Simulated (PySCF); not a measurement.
Species: C₇H₃NO₂.
SMILES with atom numbers: `[N:1]#[C:2][C:3]1=[CH:4][CH:5]=[CH:6][C:7](=[O:8])[C:9]1=[O:10]` (hydrogens: H11 on C4; H12 on C5; H13 on C6)

The closed-shell SCF was solved with PySCF and density fitting under several settings on one GFN2-xTB geometry (grid level 2 and gas phase unless stated).

| settings | basis functions | SCF cycles | E (Eh) | HOMO (eV) | LUMO (eV) | dipole (D) |
| --- | --- | --- | --- | --- | --- | --- |
| wB97X-D/pcSseg-1, IEF-PCM chloroform, fitting basis def2-qzvpp-jkfit, energy threshold 1e-06 Eh | 185 | 9 | -473.4699 | -9.79 | -2.61 | 8.57 |
| HF/MINI | 53 | 13 | -467.2908 | -11.97 | -1.94 | 5.39 |

Task: Estimate the row for these settings: wB97X/6-31G-J.

Result: 
| settings | basis functions | SCF cycles | E (Eh) | HOMO (eV) | LUMO (eV) | dipole (D) |
| --- | --- | --- | --- | --- | --- | --- |
| wB97X/6-31G-J | 132 | 16 | -473.4821 | -10.26 | -2.30 | 6.86 |

Task: Over all rows, what range does the HOMO–LUMO gap span?

Result: From 7.18 eV (wB97X-D/pcSseg-1, IEF-PCM chloroform, fitting basis def2-qzvpp-jkfit, energy threshold 1e-06 Eh) to 10.03 eV (HF/MINI). The functional of the narrowest has range-separated exact exchange, that of the widest 100 % exact exchange.

Whole jobs, the steps after the SCF included, on one thread of an Intel Xeon at 2.60 GHz (shared host):

```
                                                                                       settings                                                     work after the SCF  wall time  peak memory
wB97X-D/pcSseg-1, IEF-PCM chloroform, fitting basis def2-qzvpp-jkfit, energy threshold 1e-06 Eh        shieldings, ring-centre shieldings, charges and field gradients       30 s      1.0 GiB
                                                                                        HF/MINI  3 singlets by TDHF, polarisability, density and orbital grids written      5.3 s     0.42 GiB
                                                                                  wB97X/6-31G-J                                     shieldings, ring-centre shieldings       23 s     0.73 GiB
```

wB97X-D ran without the empirical dispersion term, which would shift the total energy alone. Cycle counts include a coarse-grid stage where the run had one. The species at its GFN2-xTB geometry.
